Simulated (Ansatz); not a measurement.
Input file for `[CH3][Ge][Br]`:

```yaml
crystal:
  periodic: [false, false, false]
  atoms:
    - {symbol: C, position_ang: [-0.427645, 0.399023, -0.270724]}
    - {symbol: Ge, position_ang: [0.170794, -0.356330, 1.464641]}
    - {symbol: Br, position_ang: [1.884391, -1.715078, 0.583775]}
    - {symbol: H, position_ang: [0.401590, 0.936157, -0.741181]}
    - {symbol: H, position_ang: [-1.269745, 1.080840, -0.133552]}
    - {symbol: H, position_ang: [-0.717286, -0.408611, -0.949159]}
basis:
  gaussian: {orbitals: def2-TZVPP}
correlation: {method: ccsd_t}
output: {orbitals: {seedname: orbitals}}
```

```sh
$ ansatz run in.yaml --threads 2 --pin off --events-out ev --progress --plain
```

Log, shortened:

```
Functional definition: HF
1061 factors; integrals over basis functions are off by at most 1.1e-3 eV
mean field evaluation 1: about -127549.5160 eV, gradient 2.8e1 eV
mean field evaluation 2: about -127549.6087 eV, gradient 2.8e1 eV
mean field evaluation 4: about -127551.8895 eV, gradient 2.9e0 eV
mean field evaluation 8: about -127551.9373 eV, gradient 3.0e-1 eV
mean field -127551.93800102 eV, -4687.4472637286 hartree, gradient 6.9e-6 eV, S^2 0.000000; 0 other end points of the search recorded, 0 dependent functions left out; unrestricted orbitals would lower it
19 core orbitals not correlated: weight in the atoms' cores, before any rotation towards them, 1.000 or more for the frozen orbitals, at most 0.000 for the correlated occupied ones
reference -127551.93800102 eV, -4687.4472637286 hartree; 19, 19 occupied and 131, 131 virtual orbitals, 1061 factors
second order -18.53861701 eV of doubles, -0.00000000 eV of singles
cycle   1  -18.52430149 eV  change    1.4e-2 eV  update   9.6e-2
cycle   2  -19.03570996 eV  change   -5.1e-1 eV  update   2.9e-2
cycle   3  -19.10422661 eV  change   -6.9e-2 eV  update   1.5e-2
cycle   4  -19.08718809 eV  change    1.7e-2 eV  update   4.3e-3
cycle   5  -19.08740078 eV  change   -2.1e-4 eV  update   2.2e-3
cycle   6  -19.08778841 eV  change   -3.9e-4 eV  update   7.3e-4
cycle   7  -19.08740202 eV  change    3.9e-4 eV  update   3.1e-4
cycle   8  -19.08750811 eV  change   -1.1e-4 eV  update   1.0e-4
cycle   9  -19.08751961 eV  change   -1.1e-5 eV  update   3.5e-5
perturbative correction -0.73375550 eV, -0.0269650173 hartree
Total energy: -127571.75927613 eV, -4688.1756821535 hartree
```

It took 48 s on 2 threads of a server CPU on a shared host, with 1.5 GiB of host memory at the peak.

MP2 recovers 93.5 % of the CCSD(T) correlation energy and the triples give 3.7 %; T1 = 0.0108.
